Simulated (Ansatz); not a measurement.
Reaction (cleavage of the B–Si bond): `NB[SiH2]Cl` + `[CH3][AlH][OH]` → `[CH3][AlH][O]BN` + `[SiH3]Cl`

Gas-phase electronic energies from Ansatz, PBE0-D4/def2-TZVP geometries. CCSD(T)/CBS is the MP2 limit (def2-TZVPP, def2-QZVPP) plus CCSD(T) − MP2 in def2-TZVPP, frozen cores. This one scheme is used for every species. DFT in def2-TZVPP. One conformer a species, not always the lowest.

`NB[SiH2]Cl`:

Cartesian coordinates in Å:
```
N 0.298 -1.204 1.107
B 0.724 -0.114 0.367
Si -0.580 0.906 -0.780
Cl 0.052 0.826 -2.752
H 0.915 -1.748 1.688
H -0.651 -1.539 1.112
H 1.880 0.194 0.425
H -0.681 2.345 -0.418
H -1.956 0.334 -0.748
```

`[CH3][AlH][OH]`:

Cartesian coordinates in Å:
```
C -0.019 -0.899 -0.893
Al -0.313 0.523 0.395
O 1.008 1.001 1.354
H -0.641 -1.771 -0.662
H 1.023 -1.224 -0.910
H -0.295 -0.581 -1.903
H -1.704 1.261 0.608
H 0.940 1.692 2.012
```

`[CH3][AlH][O]BN`:

Cartesian coordinates in Å:
```
C 0.877 -1.090 2.118
Al -0.416 0.125 1.326
O -0.309 0.518 -0.302
B -0.091 1.002 -1.547
N -0.667 0.397 -2.674
H 1.643 -1.408 1.407
H 0.383 -1.987 2.506
H 1.380 -0.623 2.971
H -1.620 0.762 2.134
H 0.608 1.968 -1.714
H -1.267 -0.408 -2.620
H -0.520 0.744 -3.604
```

`[SiH3]Cl`:

Z-matrix (Å, degrees):
```
Si
Cl 1 2.054
H 1 1.481 2 108.5
H 1 1.481 2 108.5 3 -120.0
H 1 1.481 2 108.5 3 120.0
```

```csv
level,ΔE (kJ/mol)
PBE0-D4,-123.2
PBE0,-124.4
SCS-MP2/def2-TZVPP,-137.3
CCSD/def2-TZVPP,-134.3
HF/def2-QZVPP,-160.2
SCS-MP2/def2-QZVPP,-137.1
HF/CBS(def2),-160.4
CCSD/CBS(def2),-133.1
```

**Question.** What does CCSD(T)/CBS give? (Estimate.)

**Answer.** Computed: -129.6 kJ/mol. The listed levels differ from it by 6.4, 5.2, -7.7, -4.7, -30.6, -7.5, -30.8, -3.5 kJ/mol.

Largest T1 diagnostic among the species: 0.012.

From PBE to PBE0 (25 % exact exchange), in def2-TZVPP and without D4, ΔE moves by −7.2 kJ/mol. In def2-TZVPP, CCSD(T) changes the Hartree–Fock value by +28.0 kJ/mol (the triples alone add +3.5 kJ/mol) and MP2 by +24.2 kJ/mol.
